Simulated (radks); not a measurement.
The numbers below are computed, except where a source is named.
Ionisation of V, [Ar] 3d3 4s2, to V+, [Ar] 3d4, under several functionals. Non-relativistic Kohn-Sham, spin-polarised, spherical densities, point nucleus; open shells are filled with parallel spins first; a radial shooting solver on a logarithmic mesh with Libxc functionals.

| functional | E(V) (hartree) | Exc (hartree) | IE (eV) | -e(HOMO) (eV) | <r> HOMO (bohr) | IE error (eV) |
|---|---|---|---|---|---|---|
| PBEsol | -942.64349 | -43.87553 | 5.606 | 4.244 | 3.508 | -1.140 |
| BP86 | -944.00767 | -45.26927 | 5.902 | 4.393 | 3.494 | -0.845 |
| PBE | -943.64879 | -44.90517 | 5.679 | 4.246 | 3.508 | -1.067 |
| Tao-Mo meta-GGA | -943.63320 | -44.88463 | 5.591 | 4.270 | 3.532 | -1.155 |
| exchange-only PBE | -942.71656 | -43.94275 | 5.395 | 3.525 | 3.655 | -1.351 |
| SOGGA | -942.48299 | -43.71307 | 5.468 | 4.141 | 3.523 | -1.278 |
| exchange-only r2SCAN | -942.86841 | -44.11937 | 4.645 | 3.584 | 3.784 | -2.101 |

NIST Atomic Spectra Database: 6.746 eV (measured). Closest: BP86. The Delta-SCF values span 1.26 eV, the total energies 1.52 hartree. The highest occupied level is 4s. Open shells are spherical and high-spin; term and fine-structure splittings are not resolved.
